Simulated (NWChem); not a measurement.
Molecule: CH$_{4}$F$_{3}$NSi; SMILES CN[Si](F)(F)F

```xyz
10

C     -0.0300     2.3804     0.0772
N      0.6919     1.1256     0.1152
Si     0.0185    -0.4090    -0.0068
F     -0.6718    -0.9887     1.3212
F      1.1634    -1.4572    -0.3985
F     -1.1460    -0.4208    -1.1075
H     -0.1633     2.8331     1.0753
H     -1.0293     2.2210    -0.3535
H      0.4800     3.1132    -0.5683
H      1.6785     1.1974     0.3355
```
Atoms are numbered in this order, from 1.

All runs: NWChem. Pople sets run with spherical d functions. Coordinates come from a PBE0/def2-SVP optimisation. Level M06-2X/6-31G*: energy and gradient on several grids; changes count from the extra-fine grid, which is no exact limit either.

Task: Which is the coarsest grid (xcoarse; medium; fine; coarse; xfine) from which on the energy stays within 50 μHa and each gradient component within 100 μHa/bohr of xfine?

Result: fine.
```json
[
 {"grid": "xcoarse", "size of the energy change (μHa)": "40000", "largest change of a gradient component (μHa/bohr)": "2000", "time, medium = 1 (rough)": "about 1"},
 {"grid": "coarse", "size of the energy change (μHa)": "5000", "largest change of a gradient component (μHa/bohr)": "600", "time, medium = 1 (rough)": "about 1"},
 {"grid": "medium", "size of the energy change (μHa)": "300", "largest change of a gradient component (μHa/bohr)": "200", "time, medium = 1 (rough)": "about 1"},
 {"grid": "fine", "size of the energy change (μHa)": "< 10", "largest change of a gradient component (μHa/bohr)": "40", "time, medium = 1 (rough)": "about 1"},
 {"grid": "xfine", "size of the energy change (μHa)": "< 10", "largest change of a gradient component (μHa/bohr)": "< 30", "time, medium = 1 (rough)": "2"}
]
```
